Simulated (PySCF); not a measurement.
BiI3, charge -1, doublet, geometry from GFN2-xTB (such geometries of metal compounds can be far from the true shape) (a state made from the parent by changing its charge; the spin is typed, not shown lowest) (core potentials on Bi, I), with bond 3-1 at 1.5 times its length; HF/def2-SVP in PySCF.

Input for PySCF:
```python
from pyscf import gto, scf

mol = gto.Mole()
mol.atom = '''
    Bi   -0.000000    0.000000    0.000000
    I     0.508494   -2.928692   -0.041172
    I     3.423468    2.856824    0.052920
    I    -2.790806    1.024143    0.005891
'''
mol.basis = 'def2-svp'
mol.ecp = {'Bi': 'def2-svp', 'I': 'def2-svp'}
mol.charge = -1
mol.spin = 1
mol.verbose = 4
mol.build()

mf = scf.UHF(mol)
mf.kernel()
mo_i, mo_e, stable_i, stable_e = mf.stability(internal=True, external=True, return_status=True, nroots=6, tol=1e-6)
print('internally stable:', stable_i, ' externally stable:', stable_e)
if not stable_i:
    umf = mf.copy()
    umf.scf_summary = {}
    umf.kernel(umf.make_rdm1(mo_i, mf.mo_occ))
```

Problem. Write the output that PySCF gives for this input, abridged.

Solution. 
```
PySCF version 2.14.0

[INPUT] verbose = 4
[INPUT] num. atoms = 4
[INPUT] num. electrons = 99
[INPUT] charge = -1
[INPUT] spin (= nelec alpha-beta = 2S) = 1
[INPUT] symmetry False subgroup None
[INPUT] Mole.unit = angstrom
[INPUT] Symbol           X                Y                Z      unit          X                Y                Z       unit  Magmom
[INPUT]  1 Bi     0.000000000000   0.000000000000   0.000000000000 AA    0.000000000000   0.000000000000   0.000000000000 Bohr   0.0
[INPUT]  2 I      0.508494000000  -2.928692000000  -0.041172000000 AA    0.960914395985  -5.534425783205  -0.077803804001 Bohr   0.0
[INPUT]  3 I      3.423468000000   2.856824000000   0.052920000000 AA    6.469416916213   5.398614946084   0.100004306512 Bohr   0.0
[INPUT]  4 I     -2.790806000000   1.024143000000   0.005891000000 AA   -5.273859006793   1.935349782390   0.011132376600 Bohr   0.0

nuclear repulsion = 439.270151992324
number of shells = 40
number of NR pGTOs = 244
number of NR cGTOs = 104
basis = def2-svp
ecp = {'Bi': 'def2-svp', 'I': 'def2-svp'}

******** <class 'pyscf.scf.uhf.UHF'> ********
method = UHF
initial guess = minao
damping factor = 0
level_shift factor = 0
DIIS = <class 'pyscf.scf.diis.CDIIS'>
diis_start_cycle = 1
diis_space = 8
diis_damp = 0
SCF conv_tol = 1e-09
SCF conv_tol_grad = None
SCF max_cycles = 50
direct_scf = True
direct_scf_tol = 1e-13
number electrons alpha = 50  beta = 49
Set gradient conv threshold to 3.16228e-05
init E= -978.524157017733

cycle= 1 E= -1100.86594567324  delta_E= -122  |g|= 2.67  |ddm|= 12.6
cycle= 2 E= -1103.39207840545  delta_E= -2.53  |g|= 0.999  |ddm|= 5.96
cycle= 3 E= -1103.69805383174  delta_E= -0.306  |g|= 0.101  |ddm|=  1.2
cycle= 4 E= -1103.70354345453  delta_E= -0.00549  |g|= 0.0364  |ddm|= 0.249
cycle= 5 E= -1103.70459215352  delta_E= -0.00105  |g|= 0.00735  |ddm|= 0.0684
cycle= 6 E= -1103.70472402253  delta_E= -0.000132  |g|= 0.00353  |ddm|= 0.0274
cycle= 7 E= -1103.70477587506  delta_E= -5.19e-05  |g|= 0.00237  |ddm|= 0.016
cycle= 8 E= -1103.7048174201  delta_E= -4.15e-05  |g|= 0.0016  |ddm|= 0.0181
cycle= 9 E= -1103.70484328539  delta_E= -2.59e-05  |g|= 0.001  |ddm|= 0.0175
cycle= 10 E= -1103.70485641888  delta_E= -1.31e-05  |g|= 0.000404  |ddm|= 0.0175
cycle= 11 E= -1103.70485812955  delta_E= -1.71e-06  |g|= 0.000123  |ddm|= 0.0073
cycle= 12 E= -1103.70485821618  delta_E= -8.66e-08  |g|= 5.46e-05  |ddm|= 0.00141
cycle= 13 E= -1103.7048582306  delta_E= -1.44e-08  |g|= 3e-05  |ddm|= 0.000412
cycle= 14 E= -1103.7048582368  delta_E= -6.21e-09  |g|= 1.38e-05  |ddm|= 0.000313
cycle= 15 E= -1103.70485823809  delta_E= -1.29e-09  |g|= 7.28e-06  |ddm|= 0.000125
cycle= 16 E= -1103.70485823846  delta_E= -3.66e-10  |g|= 3.15e-06  |ddm|= 7.82e-05
Extra cycle  E= -1103.70485823849  delta_E= -3.05e-11  |g|= 1.98e-06  |ddm|= 1.22e-05
converged SCF energy = -1103.70485823849  <S^2> = 0.77454927  2S+1 = 2.0244004
uhf_internal: lowest eigs of H = [0.09729948 0.1219201  0.13466229 0.14376498 0.18390395 0.18602606]
<class 'pyscf.scf.uhf.UHF'> wavefunction is stable in the internal stability analysis
uhf_real2complex: lowest eigs of H = [0.07018855 0.09377144 0.09385509 0.09497195 0.10801929 0.11502922]
<class 'pyscf.scf.uhf.UHF'> wavefunction is stable in the real -> complex stability analysis
uhf_external: lowest eigs of H = [-1.02806895e-08  4.93568911e-02  6.27191447e-02  6.78122487e-02
  7.11720305e-02  9.05986615e-02]
<class 'pyscf.scf.uhf.UHF'> wavefunction is stable in the UHF/UKS -> GHF/GKS stability analysis
internally stable: True  externally stable: True
```
